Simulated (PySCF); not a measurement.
Al(Cl)(OH)(NH2) (AlClH3NO), SMILES [NH2][Al]([OH])[Cl]. The structure is a stationary point at PBE0-D3(BJ)/def2-SVP. One conformer was computed; it need not be the lowest.

Give the equilibrium geometry at PBE0-D3(BJ)/def2-SVP (PySCF confirms it by a frequency run) as bond lengths and angles, and its point group. (An estimate is asked for; the answer gives what the named calculation found.)

One answer among several that fit: point group Cs.
Atoms: Al1 Cl2 O3 H4 N5 H6 H7. Bonded distances (Å): Al1–Cl2 2.095, Al1–O3 1.692, Al1–N5 1.760, O3–H4 0.957, N5–H6 1.013, N5–H7 1.014. Angles (°): Cl2–Al1–O3 116.6, Cl2–Al1–N5 118.3, O3–Al1–N5 125.0, Al1–O3–H4 128.4, Al1–N5–H6 126.4, Al1–N5–H7 123.4, H6–N5–H7 110.2.
Charge 0, spin multiplicity 1.
